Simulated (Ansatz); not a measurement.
Ansatz (a program for electronic structure) input:

Ansatz 0.2 input:
```yaml
crystal:
  periodic: [false, false, false]
  atoms:
    - {symbol: C, position_ang: [-1.00251140, 0.96069045, -0.22390446]}
    - {symbol: C, position_ang: [0.27189340, 1.31951124, -0.17753019]}
    - {symbol: C, position_ang: [1.18784892, 0.18410246, 0.06554873]}
    - {symbol: C, position_ang: [0.20794679, -0.95269133, 0.15898560]}
    - {symbol: C, position_ang: [-1.03766578, -0.48714733, -0.00954238]}
    - {symbol: H, position_ang: [-1.87161382, 1.56886536, -0.38346262]}
    - {symbol: H, position_ang: [1.75994986, 0.30697582, 0.98634368]}
    - {symbol: H, position_ang: [1.89874076, 0.04583944, -0.75025612]}
    - {symbol: H, position_ang: [0.51086548, -1.96870332, 0.33499973]}
    - {symbol: H, position_ang: [-1.95269112, -1.05316674, 0.00282632]}
basis:
  gaussian:
    orbitals: def2-TZVP
hamiltonian:
  xc: b3lyp
  dispersion: d3bj
magnetization: {spin_polarized: true, initial_magnetization: 1}
relax: {f_tol: 0.002, max_steps: 150}
```

### Question
Predict the final energy.

### Answer
-193.49595 Eh (B3LYP-D3(BJ)/def2-TZVP). The basis has 185 functions.

It need not be the lowest isomer of its formula.
